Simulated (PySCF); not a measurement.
Run record for `C=C[C@H]1CCC=N1`: revPBE/6-31G-J, grid level 3, energy threshold 1e-07 Eh, TDA, 1 singlet.

Method: TDA revPBE/6-31G-J, vertical, gas phase, core orbitals frozen in the response (PySCF 2.14.0, density-fitted response routines). Geometry: GFN2-xTB. The input is one job of a driver script: a line of settings, then coordinates in Å.

Command:
```bash
OMP_NUM_THREADS=1 python probes_run.py task.json out
```

Input:
```
{"job": {"kind": "uv", "xc": "revPBE", "basis": "6-31G-J", "nstates": 1, "ntriplets": 2, "tda": true, "scf": {"conv": 1e-07}, "grid": 3}, "charge": 0, "multiplicity": 1}
C      2.675783    -0.231552    -0.562787
C      1.552929    -0.008520     0.091953
C      0.222405     0.224764    -0.560815
C     -0.815951    -0.869024    -0.162738
C     -1.867084    -0.106415     0.654050
C     -1.387231     1.312295     0.525213
N     -0.318568     1.491765    -0.109409
H      3.607342    -0.406359    -0.051868
H      2.709687    -0.251225    -1.639717
H      1.533909     0.014266     1.173773
H      0.359822     0.285399    -1.644916
H     -1.251589    -1.318899    -1.053290
H     -0.337563    -1.656062     0.417984
H     -2.877085    -0.213327     0.255809
H     -1.889089    -0.403539     1.704662
H     -1.925316     2.145377     0.950683
```

Question: Predict the output.

Answer: 
```
final grid: 186888 points
cycle   1  E = -288.5814709962  dE =  7.665e-01  |g| = 5.057e-01  |ddm| = 3.826e+00
cycle   2  E = -288.4826968989  dE =  9.877e-02  |g| = 8.018e-01  |ddm| = 1.759e+00
cycle   3  E = -288.6367956367  dE = -1.541e-01  |g| = 2.666e-01  |ddm| = 1.142e+00
cycle   4  E = -288.6530548981  dE = -1.626e-02  |g| = 5.926e-02  |ddm| = 3.056e-01
cycle   5  E = -288.6537488898  dE = -6.940e-04  |g| = 2.443e-02  |ddm| = 9.117e-02
cycle   6  E = -288.6538973907  dE = -1.485e-04  |g| = 7.006e-03  |ddm| = 2.881e-02
cycle   7  E = -288.6539098535  dE = -1.246e-05  |g| = 2.456e-03  |ddm| = 1.111e-02
cycle   8  E = -288.6539114526  dE = -1.599e-06  |g| = 2.332e-04  |ddm| = 3.045e-03
cycle   9  E = -288.6539114650  dE = -1.245e-08  |g| = 1.263e-04  |ddm| = 5.840e-04
converged SCF energy = -288.6539114650

Static polarisability (au): isotropic 64.829, principal 49.816 51.585 93.087

Singlet excitations
state   eV       nm        f      main configurations
  1   4.8626    255.0   0.00389   H->L 0.90

Triplet excitations (Tamm-Dancoff, eV): 4.1345 4.6091
```

H and L stand for HOMO and LUMO; the number after each pair is its weight.

Question: Give S1 in cm⁻¹ and kJ/mol.

Answer: 4.8626 eV × 8065.54 = 39220 cm⁻¹; × 96.485 = 469.2 kJ/mol.

Question: Give the mean polarisability as a volume in Å³, and the ratio of the largest to the smallest principal value.

Answer: 64.829 au × 0.148185 = 9.61 Å³; 93.087/49.816 = 1.87.

In short: SCF converged in 9 cycles with 120 basis and 844 fitting functions; HOMO -5.32 eV, LUMO -0.79 eV; lowest singlet 4.86 eV; lowest triplet 4.13 eV (Tamm–Dancoff); mean polarisability 64.8 au.

Question: Estimate the wall time. Hardware: one thread of an Intel Xeon at 2.70 GHz, no GPU, shared host with 64 logical CPUs at a one-minute load of 67. And the peak memory of the process?

Answer: About 23 s, with 0.50 GiB resident at the peak, the Python interpreter and its libraries included.

One conformer stands for the species.
